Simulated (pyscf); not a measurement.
`[CH]=[CH][C]#[N]` [doublet] → `[N]=[C]1[CH]=[CH]1` [doublet] (ring closure; doublet surface; none broken, C–C formed). Structures and frequencies: ωB97X-D3(BJ)/def2-SVP in PySCF. Correlated levels are frozen-core, on RHF or UHF. ΔMP2 is the change of the MP2 total energy from the triple- to the quadruple-zeta basis. Energies in kcal/mol from the reactant's lowest minimum found.

| level | barrier | reaction energy |
|---|---|---|
| PBE/def2-TZVP | 23.1 | +18.8 |
| r²SCAN/def2-TZVP | 26.2 | +20.8 |
| B3LYP-D3(BJ)/def2-TZVP | 28.1 | +23.3 |
| M06-2X/def2-TZVP | ? | +21.7 |
| ωB97M-D3(BJ)/def2-TZVP | 28.5 | +22.5 |
| CCSD(T)/def2-TZVPP | 30.1 | +26.2 |
| CCSD(T)/def2-TZVPP + ΔMP2(QZVPP) | ? | ? |

### Question
Some entries are withheld; supply them.

### Answer

- M06-2X/def2-TZVP, barrier: 28.7
- CCSD(T)/def2-TZVPP + ΔMP2(QZVPP), barrier: 29.5
- CCSD(T)/def2-TZVPP + ΔMP2(QZVPP), reaction energy: +25.3

•HC=CH–C≡N lies 7.5 kcal/mol over its isomer H₂C=C•–C≡N, and others may lie lower still (electronic energy, ωB97M-D3(BJ)). cyclic C₃H₂N (SMILES [N]=c1cc1) [doublet] lies 30.0 kcal/mol over its isomer H₂C=C•–C≡N, and others may lie lower still (electronic energy, ωB97M-D3(BJ)). This is the saddle that the search found; another between the same sides may lie lower. The CCSD(T) − MP2 part came from Ansatz, without density fitting, on the same reference. An open-shell T1 diagnostic exceeds 0.045. A UHF reference is spin-contaminated (<S²> up to 1.15), which harms MP2 most.
